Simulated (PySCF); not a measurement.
A calculated (wB97X-V, PySCF 2.14, aug-cc-pVDZ, no relativity, point nucleus) atom or ion has these occupied shells.

```tsv
shell	electrons	orbital energy (eV)	rms radius, mean of both spins (bohr)
1s α	1	-4867.2	0.0812
1s β	1	-4867.1	0.0812
2s α	1	-544.95	0.355
2s β	1	-544.34	0.355
2p α	3	-455.31	0.322
2p β	3	-454.79	0.322
3s α	1	-70.142	1.09
3s β	1	-68.142	1.09
3p α	3	-45.841	1.19
3p β	3	-43.640	1.19
3d α	2	-10.510	1.72
4s α	1	-8.177	3.71
4p α	1	-4.645	4.77
```

(1) Name the element and its charge.

Results:

(1) Ti (titanium, neutral), in [Ar] 3d2 4s1 4p1, one real determinant (an excited configuration).
